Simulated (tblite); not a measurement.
A geometry optimisation, step by step.

Compound: C8H10NP.
Atom-mapped SMILES: `[CH3:1][c:2]1[cH:3][p:4][cH:5][c:6]([CH:7]2[CH2:8][CH2:9]2)[n:10]1` (hydrogens: H11, H12, H13 on C1; H14 on C3; H15 on C5; H16 on C7; H17, H18 on C8; H19, H20 on C9)

Computed with GFN2-xTB (tblite), gas phase: L-BFGS steps from a force-field or distance-geometry start until the largest atomic force falls under 0.01 eV/Å. 6 of its 131 geometries are shown.

Step 0: E = -751.1737 eV, largest atomic force 3.286 eV/Å
```
atom  x, y, z in Å  |  force x, y, z in eV/Å
C1     -2.658   -1.474   -0.664   -0.487  -0.078   0.085
C2     -1.867   -0.246   -0.303    1.545  -0.113   0.092
C3     -2.551    0.869    0.146    1.207   1.879   0.438
P4     -1.715    2.436    0.616    1.221  -2.885  -0.992
C5      0.014    1.889    0.326   -1.882   0.127   0.053
C6      0.361    0.618   -0.139   -0.782  -0.552  -0.122
C7      1.838    0.311   -0.358   -0.559  -0.609   1.042
C8      2.419   -0.999    0.137   -0.311  -0.114  -0.236
C9      2.795    0.271    0.821   -0.240   0.219   0.004
N10    -0.516   -0.389   -0.426   -0.354   1.518   0.466
H11    -3.354   -1.240   -1.486    0.196  -0.088   0.364
H12    -2.016   -2.290   -0.986    0.114   0.152   0.054
H13    -3.247   -1.819    0.210    0.267   0.231  -0.495
H14    -3.639    0.858    0.207    0.345  -0.007  -0.014
H15     0.788    2.632    0.515   -0.210  -0.272  -0.051
H16     2.237    0.674   -1.284    0.001   0.238  -0.288
H17     1.757   -1.688    0.658    0.139   0.236  -0.179
H18     3.151   -1.496   -0.492   -0.124   0.094   0.128
H19     2.401    0.440    1.825    0.094   0.022  -0.390
H20     3.799    0.655    0.674   -0.180   0.003   0.041
```

Step 26: E = -751.6298 eV, largest atomic force 0.030 eV/Å
```
atom  x, y, z in Å  |  force x, y, z in eV/Å
C1     -2.622   -1.461   -0.650    0.002  -0.011  -0.003
C2     -1.808   -0.257   -0.276   -0.012  -0.005  -0.009
C3     -2.455    0.896    0.145    0.005  -0.003   0.000
P4     -1.648    2.360    0.593   -0.014   0.012   0.006
C5     -0.015    1.855    0.316   -0.006  -0.001  -0.005
C6      0.342    0.590   -0.125    0.015   0.006  -0.005
C7      1.788    0.296   -0.348    0.012  -0.006   0.000
C8      2.372   -1.000    0.122   -0.009  -0.006  -0.008
C9      2.736    0.277    0.816   -0.004  -0.003  -0.002
N10    -0.497   -0.401   -0.393   -0.010   0.028  -0.001
H11    -3.307   -1.214   -1.460    0.003  -0.003   0.010
H12    -1.959   -2.259   -0.973    0.006  -0.001   0.005
H13    -3.212   -1.805    0.198    0.010   0.016   0.003
H14    -3.537    0.887    0.198    0.014  -0.009   0.004
H15     0.774    2.573    0.502   -0.002  -0.007  -0.006
H16     2.161    0.707   -1.280    0.001   0.000   0.012
H17     1.710   -1.681    0.632   -0.007  -0.008  -0.005
H18     3.112   -1.486   -0.495    0.006   0.006   0.003
H19     2.332    0.453    1.802   -0.004  -0.001  -0.004
H20     3.728    0.680    0.675   -0.005  -0.004   0.006
```

Step 52: E = -751.6341 eV, largest atomic force 0.063 eV/Å
```
atom  x, y, z in Å  |  force x, y, z in eV/Å
C1     -2.586   -1.477   -0.607    0.018   0.036   0.010
C2     -1.783   -0.251   -0.275   -0.009   0.008  -0.023
C3     -2.436    0.894    0.159   -0.012  -0.020  -0.010
P4     -1.645    2.383    0.554   -0.028  -0.029  -0.015
C5     -0.012    1.899    0.244   -0.001   0.003   0.020
C6      0.356    0.632   -0.180   -0.020  -0.002   0.003
C7      1.806    0.334   -0.361    0.012   0.005   0.011
C8      2.330   -1.000    0.067    0.018  -0.021   0.007
C9      2.677    0.225    0.856    0.020  -0.056   0.018
N10    -0.474   -0.370   -0.429   -0.008  -0.021   0.030
H11    -3.281   -1.261   -1.418    0.027  -0.021   0.026
H12    -1.915   -2.277   -0.911   -0.030   0.032   0.010
H13    -3.164   -1.797    0.259    0.022   0.004  -0.029
H14    -3.514    0.856    0.256   -0.001   0.024   0.004
H15     0.772    2.624    0.419    0.007   0.022  -0.027
H16     2.247    0.804   -1.232   -0.031  -0.016  -0.024
H17     1.619   -1.690    0.493   -0.022   0.005  -0.001
H18     3.098   -1.479   -0.520    0.037   0.030  -0.041
H19     2.216    0.353    1.824    0.000   0.010   0.010
H20     3.684    0.609    0.797    0.002   0.007   0.020
```

Step 78: E = -751.6770 eV, largest atomic force 0.108 eV/Å
```
atom  x, y, z in Å  |  force x, y, z in eV/Å
C1     -2.451   -1.509   -0.377   -0.001   0.013   0.016
C2     -1.727   -0.215   -0.144   -0.011  -0.012   0.021
C3     -2.429    0.947    0.143    0.024  -0.017  -0.023
P4     -1.701    2.518    0.177    0.000  -0.015   0.007
C5     -0.053    2.068   -0.110    0.025  -0.025  -0.035
C6      0.383    0.751   -0.200   -0.004   0.029   0.104
C7      1.836    0.458   -0.228    0.017   0.016   0.029
C8      2.310   -0.966   -0.218    0.058   0.053   0.017
C9      2.475   -0.130    1.008   -0.035  -0.044   0.004
N10    -0.412   -0.307   -0.243   -0.029   0.023  -0.032
H11    -3.154   -1.392   -1.200   -0.008  -0.047   0.035
H12    -1.716   -2.269   -0.630   -0.074  -0.035  -0.002
H13    -3.003   -1.822    0.508   -0.009   0.037   0.003
H14    -3.499    0.882    0.307    0.047   0.002  -0.061
H15     0.677    2.866   -0.175   -0.002  -0.043   0.036
H16     2.432    1.193   -0.752   -0.007   0.028  -0.064
H17     1.552   -1.733   -0.202   -0.004   0.071  -0.009
H18     3.182   -1.216   -0.801    0.061   0.008  -0.027
H19     1.835   -0.345    1.851    0.005   0.024  -0.002
H20     3.457    0.232    1.282   -0.052  -0.065  -0.019
```

Step 104: E = -751.7449 eV, largest atomic force 0.069 eV/Å
```
atom  x, y, z in Å  |  force x, y, z in eV/Å
C1     -2.449   -1.508   -0.066   -0.014  -0.011  -0.017
C2     -1.703   -0.207   -0.110    0.005   0.005  -0.006
C3     -2.434    0.972   -0.161    0.014   0.004   0.002
P4     -1.728    2.548   -0.248   -0.008   0.029  -0.028
C5     -0.060    2.089   -0.228   -0.001   0.023  -0.007
C6      0.393    0.780   -0.130   -0.013   0.002   0.015
C7      1.848    0.545   -0.029   -0.027  -0.063  -0.006
C8      2.449   -0.765   -0.464    0.029  -0.017   0.007
C9      2.344   -0.454    0.988    0.067  -0.012  -0.008
N10    -0.384   -0.297   -0.085   -0.013   0.010   0.013
H11    -3.208   -1.530   -0.846    0.008  -0.038  -0.014
H12    -1.759   -2.336   -0.203   -0.004   0.007   0.027
H13    -2.955   -1.616    0.893    0.045  -0.017  -0.003
H14    -3.514    0.903   -0.156    0.005   0.011   0.002
H15     0.675    2.881   -0.278   -0.006   0.024   0.008
H16     2.453    1.430   -0.177   -0.015   0.029   0.021
H17     1.778   -1.508   -0.866   -0.027   0.036   0.003
H18     3.420   -0.731   -0.938   -0.034  -0.014   0.018
H19     1.597   -0.988    1.556   -0.017   0.038  -0.007
H20     3.233   -0.199    1.546    0.005  -0.045  -0.021
```

Step 130: E = -751.7565 eV, largest atomic force 0.008 eV/Å
```
atom  x, y, z in Å  |  force x, y, z in eV/Å
C1     -2.412   -1.509    0.019    0.003  -0.001   0.000
C2     -1.693   -0.195   -0.094    0.001  -0.002   0.000
C3     -2.427    0.969   -0.269    0.000   0.003   0.002
P4     -1.728    2.545   -0.408   -0.002   0.003  -0.002
C5     -0.059    2.112   -0.255    0.000  -0.002   0.001
C6      0.396    0.814   -0.073   -0.002   0.001   0.001
C7      1.847    0.565    0.057    0.000  -0.003  -0.005
C8      2.420   -0.708   -0.513    0.003   0.005  -0.002
C9      2.313   -0.548    0.961    0.002  -0.002   0.002
N10    -0.377   -0.265   -0.001   -0.001  -0.001  -0.003
H11    -3.168   -1.603   -0.758   -0.001   0.000   0.003
H12    -1.698   -2.323   -0.065    0.005  -0.002   0.005
H13    -2.908   -1.576    0.987   -0.005   0.001  -0.006
H14    -3.506    0.892   -0.324    0.002   0.004  -0.002
H15     0.669    2.912   -0.305   -0.003   0.001   0.002
H16     2.461    1.456    0.004   -0.001  -0.002  -0.001
H17     1.720   -1.374   -0.995    0.001  -0.003  -0.001
H18     3.393   -0.661   -0.978   -0.005   0.002   0.001
H19     1.542   -1.106    1.468    0.003   0.001   0.005
H20     3.210   -0.386    1.539    0.000  -0.003   0.000
```

**Question.** Summarise the path.

**Answer.** The energy falls by 13.44 kcal/mol from step 0 to step 130; nine tenths of that is first reached at step 85. It rises by more than 0.2 meV at steps 68 and 89. The largest force goes from 3.286 to 0.008 eV/Å. Among the bonds C3–P4 changes most (a near tie, within 0.001 Å, with another), from 1.837 to 1.730 Å; the atoms move by 0.978 Å rms after alignment.

The cost below is that of the whole relaxation. Time: 1.1 s wall. Hardware: one thread of an Arm Neoverse V1, no GPU (shared host).
